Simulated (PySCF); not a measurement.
# Spin–orbit doublets of 2p levels

Compound: ClH5SSi2.
Geometry (PBE0-D3(BJ)/def2-SVP, Å), atoms numbered from 1 in this order:
```xyz
9
ClH5SSi2 angstrom
Si     0.501    0.271   -1.699
S      2.140    1.598   -2.176
Si     3.686    0.590   -1.111
Cl     3.785   -1.405   -1.659
H     -0.738    1.076   -1.888
H      0.618   -0.180   -0.281
H      0.483   -0.911   -2.605
H      4.962    1.261   -1.468
H      3.443    0.615    0.357
```

The calculation used PySCF, delta-SCF UKS SCAN, pcX-2 on the ionised atom, pcseg-1 elsewhere, spin-free X2C. These are vertical core ionisation energies against the vacuum level, from separate self-consistent calculations with and without the core hole. The 2p values add to the ΔSCF energy of one spin-free hole a correction within the shell (spin–orbit coupling, ligand field). The splitting includes the ligand field, and 2p3/2 is the mean of two sublevels.

When a 2p electron fills a 1s hole, the emitted photon carries the energy difference of the two hole states (Kα1 from 2p3/2, Kα2 from 2p1/2), here at the ground state's geometry.

```
atom  Kα1 (eV)  Kα2 (eV)  2p3/2 binding energy (eV)
 Si1   1739.82   1739.19                     107.55
 Si3   1739.92   1739.29                     108.27
 Cl4   2622.59   2620.93                     206.09
```

Problem. What are the 1s and 2p1/2 binding energies?

Solution. 1s = Kα1 + 2p3/2, and 2p1/2 = 1s − Kα2:

| atom | environment | 1s (eV) | 2p1/2 (eV) |
| --- | --- | --- | --- |
| Si1 | SiH3 silicon | 1847.37 | 108.18 |
| Si3 | chlorine-bound silicon | 1848.19 | 108.90 |
| Cl4 | silicon-bound chlorine | 2828.68 | 207.75 |

Over the 2 silicon sites the 1s value ranges over 0.82 eV, 2p3/2 over 0.72 eV and Kα1, their difference, over 0.10 eV.

2p1/2 minus 2p3/2 by element: Si (Z = 14) 0.63 eV, Cl (Z = 17) 1.65 eV.

Problem. And the 1s levels of the other atoms?

Solution. S2 (sulfur bonded to 2 Si) 2476.85 eV.

Not every level is listed. The structure is a single PBE0-D3(BJ)/def2-SVP conformer in the gas phase; no vibrational or solvent corrections.
